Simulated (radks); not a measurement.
Polarisability of the sulfur ion S3+, [Ne] 3s2 3p1, at imaginary frequency. Calculated with a radial shooting solver on a logarithmic mesh with Libxc functionals: non-relativistic Kohn-Sham, LDA (Slater exchange, Perdew-Wang correlation), spin-polarised, spherical densities, point nucleus; open shells are filled with parallel spins first. Response by self-consistent Sternheimer equations with the Hartree and adiabatic LDA kernel.

| w (hartree) | alpha1(iw) (bohr^3) |
|---|---|
| 0.00266 | 5.276 |
| 0.0143 | 5.273 |
| 0.0360 | 5.259 |
| 0.0697 | 5.212 |
| 0.118 | 5.097 |
| 0.186 | 4.856 |
| 0.280 | 4.417 |
| 0.413 | 3.728 |
| 0.605 | 2.828 |
| 0.892 | 1.880 |
| 1.35 | 1.089 |
| 2.12 | 0.5570 |
| 3.59 | 0.2560 |
| 6.94 | 0.1029 |
| 17.5 | 0.02647 |

Static values: alpha1 = 5.276 bohr^3 (0.7818 angstrom^3; uncoupled 8.982). C6 = 13.88, triple-dipole C9 = 53.58 atomic units. One-pole (London) frequency 4 C6 / (3 alpha1^2) = 0.665 hartree, against 1.508 for minus the highest occupied eigenvalue. The dipole shielding factor is 0.813, as the force sum rule N/Z = 0.812 demands.
